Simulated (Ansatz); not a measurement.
Species: CH₃Cl₃OSn, SMILES `C[O][Sn]([Cl])([Cl])[Cl]` (charge 0, multiplicity 1).

Task: Give a relaxed geometry from PBE0-D3(BJ)/def2-SVP in Ansatz (an electronic-structure program).

Result: the end point of this relaxation (outside a Z-matrix the atoms follow the SMILES, hydrogens last).
Z-matrix (Å, degrees):
```
O
C 1 1.4097
H 2 1.1011 1 107.30
H 2 1.1050 3 107.94 1 -121.45
H 2 1.1051 3 107.93 4 -117.10
Sn 1 1.9576 2 119.77 3 -179.73
Cl 6 2.3104 1 107.52 2 179.14
Cl 6 2.3246 1 109.86 2 -60.33
Cl 6 2.3248 1 109.76 2 58.61
```
